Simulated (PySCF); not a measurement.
Al2 (SMILES [Al][Al]), triplet, at a GFN2-xTB geometry (such geometries of metal compounds can be far from the true shape). Base run: MP2/3-21G (PySCF).

Here is a job for PySCF.
```python
from pyscf import gto, scf, mp

mol = gto.Mole()
mol.atom = '''
    Al   -0.00000000   -0.00000000   -1.25283008
    Al    0.00000000    0.00000000    1.25283008
'''
mol.basis = '3-21g'
mol.spin = 2
mol.verbose = 4
mol.build()

mf = scf.UHF(mol)
mf.kernel()

pt = mp.MP2(mf, frozen=10)
pt.kernel()
print('E(MP2) = %.10f' % pt.e_tot)
mf.analyze()
```

Each row names what was changed in the base input (with any setting that the change needs).

```json
[
 {"change": "base", "basis functions": "26", "E (Eh)": "-481.16979", "MP2 correlation (Eh)": "-0.06012", "SCF-reference HOMO (eV)": "-6.30"},
 {"change": "basis = pcseg-0", "basis functions": "26", "E (Eh)": "?", "MP2 correlation (Eh)": "?", "SCF-reference HOMO (eV)": "?"},
 {"change": "basis = 6-31G", "basis functions": "26", "E (Eh)": "-483.77245", "MP2 correlation (Eh)": "-0.05965", "SCF-reference HOMO (eV)": "-6.26"},
 {"change": "basis = 6-31G**", "basis functions": "36", "E (Eh)": "-483.81167", "MP2 correlation (Eh)": "-0.08637", "SCF-reference HOMO (eV)": "-6.39"},
 {"change": "basis = def2-SVP", "basis functions": "36", "E (Eh)": "?", "MP2 correlation (Eh)": "?", "SCF-reference HOMO (eV)": "-6.43"},
 {"change": "basis = def2-SVPD", "basis functions": "48", "E (Eh)": "-483.68633", "MP2 correlation (Eh)": "-0.08998", "SCF-reference HOMO (eV)": "-6.48"},
 {"change": "basis = aug-pcseg-1", "basis functions": "54", "E (Eh)": "?", "MP2 correlation (Eh)": "?", "SCF-reference HOMO (eV)": "-6.43"},
 {"change": "basis = aug-cc-pVDZ", "basis functions": "54", "E (Eh)": "?", "MP2 correlation (Eh)": "?", "SCF-reference HOMO (eV)": "-6.48"},
 {"change": "basis = cc-pVTZ", "basis functions": "68", "E (Eh)": "-483.87662", "MP2 correlation (Eh)": "-0.10276", "SCF-reference HOMO (eV)": "-6.50"},
 {"change": "basis = cc-pV(T+d)Z", "basis functions": "78", "E (Eh)": "-483.87709", "MP2 correlation (Eh)": "-0.10273", "SCF-reference HOMO (eV)": "-6.50"},
 {"change": "basis = def2-TZVPP", "basis functions": "84", "E (Eh)": "-483.86734", "MP2 correlation (Eh)": "-0.10226", "SCF-reference HOMO (eV)": "-6.50"},
 {"change": "basis = aug-cc-pVTZ", "basis functions": "100", "E (Eh)": "-483.87784", "MP2 correlation (Eh)": "-0.10379", "SCF-reference HOMO (eV)": "-6.50"},
 {"change": "basis = def2-QZVP", "basis functions": "140", "E (Eh)": "-483.88654", "MP2 correlation (Eh)": "-0.10905", "SCF-reference HOMO (eV)": "-6.51"}
]
```

Question: What belongs in the gaps?

Answer: 
- basis = pcseg-0, E (Eh): -483.20973
- basis = pcseg-0, MP2 correlation (Eh): -0.05518
- basis = pcseg-0, SCF-reference HOMO (eV): -6.27
- basis = def2-SVP, E (Eh): -483.67892
- basis = def2-SVP, MP2 correlation (Eh): -0.08632
- basis = aug-pcseg-1, E (Eh): -483.79229
- basis = aug-pcseg-1, MP2 correlation (Eh): -0.08563
- basis = aug-cc-pVDZ, E (Eh): -483.85223
- basis = aug-cc-pVDZ, MP2 correlation (Eh): -0.08985

Totals compare only among sets that treat the same electrons; sets with core potentials leave the core out.

Open shells are given as the SCF converged; they aren't shown to be the lowest states, and a large step between rows can be another state.
